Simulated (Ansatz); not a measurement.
`O[SiH2]S[Si](F)(Cl)Cl` + H₂ → silanol + `F[Si](S)(Cl)Cl`  (hydrogenolysis of the Si–S bond)

Program: Ansatz. Geometries: PBE0-D4/def2-TZVP. ΔE: electronic, gas phase. CCSD(T)/CBS adds triple-zeta CCSD(T) − MP2 to the extrapolated MP2 energy (def2 sets, frozen cores). This one scheme is used for every species. DFT in def2-TZVPP. B3LYP here is the variant with VWN-RPA as its local correlation; programs differ in this. One conformer a species, not always the lowest.

`O[SiH2]S[Si](F)(Cl)Cl`:

Z-matrix (Å, degrees):
```
Si
S 1 2.165
O 1 1.632 2 112.7
H 1 1.475 2 104.5 3 -116.1
H 1 1.482 2 107.4 3 123.8
Si 2 2.090 1 97.2 3 -76.0
H 3 0.960 1 117.3 2 63.4
F 6 1.595 2 109.4 1 40.3
Cl 6 2.021 2 109.9 1 158.9
Cl 6 2.026 2 114.1 1 -77.9
```

H₂:

Z-matrix (Å, degrees):
```
H
H 1 0.746
```

`O[SiH3]`:

```xyz
6

O     0.976   -0.049   -0.829
Si   -0.192   -0.097    0.332
H     0.829    0.516   -1.588
H    -0.421    1.244    0.937
H     0.299   -1.037    1.364
H    -1.491   -0.578   -0.215
```

`F[Si](S)(Cl)Cl`:

Cartesian coordinates in Å:
```
F -0.339 -0.419 -1.657
Si 0.225 0.191 -0.312
S -1.222 0.178 1.209
Cl 0.725 2.120 -0.650
Cl 1.866 -0.905 0.152
H -1.255 -1.166 1.258
```

```csv
level,ΔE (kJ/mol)
r2SCAN-D4,67.9
B3LYP,42.7
```

Task: What does CCSD(T)/CBS give? (Estimate.)

Result: The calculation gave: +62.1 kJ/mol. The listed levels differ from it by 5.8, -19.4 kJ/mol.

Largest T1 diagnostic among the species: 0.011.

In def2-TZVPP, CCSD(T) changes the Hartree–Fock value by +28.2 kJ/mol (the triples alone add +7.0 kJ/mol) and MP2 by +38.7 kJ/mol. The D4 term adds +19.1 kJ/mol with B3LYP and +10.7 kJ/mol with PBE0; it sums over pairs of atoms, weighted by their polarisabilities, and B3LYP, whose exchange is more repulsive, gets the larger term.
